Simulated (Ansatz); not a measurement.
C2H7AlSi, SMILES `[AlH2][CH]1C[SiH2]1` from Hartree–Fock to CCSD(T)

```json
{"atom": "Al1", "x (Å)": "-1.681", "y (Å)": "0.559", "z (Å)": "-0.658"}
{"atom": "C2", "x (Å)": "-0.226", "y (Å)": "-0.631", "z (Å)": "-0.315"}
{"atom": "C3", "x (Å)": "1.268", "y (Å)": "-0.370", "z (Å)": "-0.529"}
{"atom": "Si4", "x (Å)": "0.707", "y (Å)": "0.089", "z (Å)": "1.162"}
{"atom": "H5", "x (Å)": "-1.376", "y (Å)": "2.039", "z (Å)": "-1.152"}
{"atom": "H6", "x (Å)": "-3.156", "y (Å)": "0.074", "z (Å)": "-0.329"}
{"atom": "H7", "x (Å)": "-0.485", "y (Å)": "-1.673", "z (Å)": "-0.130"}
{"atom": "H8", "x (Å)": "1.533", "y (Å)": "0.425", "z (Å)": "-1.220"}
{"atom": "H9", "x (Å)": "1.897", "y (Å)": "-1.249", "z (Å)": "-0.636"}
{"atom": "H10", "x (Å)": "1.003", "y (Å)": "-0.783", "z (Å)": "2.315"}
{"atom": "H11", "x (Å)": "0.517", "y (Å)": "1.519", "z (Å)": "1.491"}
```

The species carries charge 0 and has multiplicity 1. All single points use the PBE0-D4/def2-TZVP geometry. Frozen core, restricted reference, Ansatz 0.2.0. CBS rows extrapolate triple and quadruple zeta; past MP2 they add the triple-zeta difference.

```json
{"basis": "def2-SVP", "HF (Eh)": "-610.37606", "MP2 corr.": "-0.44773"}
{"basis": "def2-TZVPP", "HF (Eh)": "-610.65000", "MP2 corr.": "-0.54999"}
{"basis": "def2-QZVPP", "HF (Eh)": "-610.66986", "MP2 corr.": "-0.58587"}
```

**Question.** Estimate the CCSD correlation energy and the (T) correction in each basis where they were run (hartree).

**Answer.** 
| basis | CCSD corr. | (T) |
| --- | --- | --- |
| def2-SVP | -0.50071 | -0.01674 |
| def2-TZVPP | -0.59764 | -0.02535 |
| CBS(def2) | -0.66010 | as TZ |
